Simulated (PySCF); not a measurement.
Numbering as in the mapped SMILES `[BH:1]1[O:2][BH:3][O:4][BH:5][O:6]1`. Each H is labelled by its parent atom.

Geometry: PBE0-D3(BJ)/def2-SVP; GIAO shifts from PySCF 2.14.0 with density-fitted response routines, gas phase, non-relativistic, averaged over equivalent atoms.

At PBE0/pcSseg-1 (117 basis functions, 7.9 s wall time on 1 thread of an Arm Neoverse V2, shared host):
| atoms | δ (ppm) |
| --- | --- |
| B1/B3/B5 | 26.7 |
| O2/O4/O6 | 226.1 |
| H(B1)/H(B3)/H(B5) | 4.64 |

Shifts are taken against calculated references (same method and geometry level): 11B (σ = 100.73 ppm) against BF3·OEt2; 17O (σ = 334.56 ppm) against H2O; 1H (σ = 31.27 ppm) vs TMS.

Task: Predict the values at mPW1PW91/pcSseg-2 on the same geometry.

Result: 
```tsv
atoms	δ at mPW1PW91/pcSseg-2	change
B1/B3/B5	26.8	+0.1
O2/O4/O6	217.2	-8.9
H(B1)/H(B3)/H(B5)	4.63	-0.01
```

Referencing at the same level of theory: BF3·OEt2 for 11B (σref 99.12); 17O (σref 327.10) vs H2O; TMS for 1H (σref 31.29).

The largest change is at O2/O4/O6 (oxygen bonded to 2 B, in a 6-membered ring). Cost: 258 basis functions, 19 s wall time on 1 thread of an Arm Neoverse V2, shared host.

Experimental scales use liquid or dissolved standards, which lie at an offset from isolated H2O (liquid H2O: subtract about 36 ppm).
